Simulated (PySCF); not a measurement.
# Calculated properties of `C=C(C)[P@H+](C)CCCC`

Species: C8H18P (charge +1).
Atom-mapped SMILES: `[CH2:1]=[C:2]([CH3:3])[P@H+:4]([CH3:5])[CH2:6][CH2:7][CH2:8][CH3:9]` (hydrogens: H10, H11 on C1; H12, H13, H14 on C3; H15 on P4; H16, H17, H18 on C5; H19, H20 on C6; H21, H22 on C7; H23, H24 on C8; H25, H26, H27 on C9)

**GFN2-xTB geometry**

```
Point group of the GFN2-xTB geometry                  : C1
Rotational constants A, B, C of the GFN2-xTB geometry : 2.644, 0.612, 0.601 GHz
```

PBE0/pcSseg-1 ground state and GIAO shieldings, non-relativistic (PySCF):

```
HOMO energy                                                 : -12.18 eV
LUMO energy                                                 : -5.06 eV
HOMO–LUMO gap                                               : 7.12 eV
Lowest Hirshfeld atomic charge                              : -0.12 e on C5
Highest Hirshfeld atomic charge                             : +0.47 e on P4
13C chemical shifts (computed TMS as zero) by class         : 146.8 (C1), 135.9 (C2), 29.4 (C6), 28.3 (C8), 27.6 (C7), 26.9 (C3), 16.0 (C9), 4.8 (C5) ppm
1H chemical shifts (computed TMS as zero) by class          : 7.12 (H10), 6.30 (H11), 5.70 (H15), 2.58 (H19), 2.45 (H12/H13/H14), 2.44 (H20), 2.14 (H21), 2.01 (H16/H17/H18), 1.57 (H22), 1.39 (H23), 1.37 (H25/H26/H27), 1.00 (H24) ppm
Isotropic shieldings of nuclei other than C and H, by class : 333 (P4) ppm
Mayer bond orders between heavy atoms                       : C1–C2 1.92, C2–C3 1.03, C2–P4 0.93, P4–C5 1.06, P4–C6 0.99, C6–C7 1.03, C7–C8 1.01, C8–C9 1.08
```

Monoisotopic mass of the ion (most abundant isotopes, electron mass counted): 145.1141 u.

The rotational constants make it an asymmetric top with κ = (2B − A − C)/(A − C) = -0.99, nearer the prolate limit (−1). With B = h/(8π²I), that is 505.379 GHz u Å² over I, the principal moments of inertia are 191.1, 825.9 and 841.4 u Å² (most abundant isotopes); the inertial defect Ic − Ia − Ib is -175.6 u Å² (zero for a rigid planar frame, negative otherwise).

The structure is a single GFN2-xTB conformer in the gas phase; no vibrational or solvent corrections. NMR classes are plain means over equivalent atoms (diastereotopic ones count apart unless rotation or inversion swaps them), as if these changed places fast; in this geometry the members of some classes differ.

Conformer computed: `[CH2:1]=[C:2]([CH3:3])[P@H+:4]([CH3:5])[CH2:6][CH2:7][CH2:8][CH3:9]`: C1–C2–P4–C5 61°, C2–P4–C6–C7 177°, P4–C6–C7–C8 56°, C6–C7–C8–C9 173°.
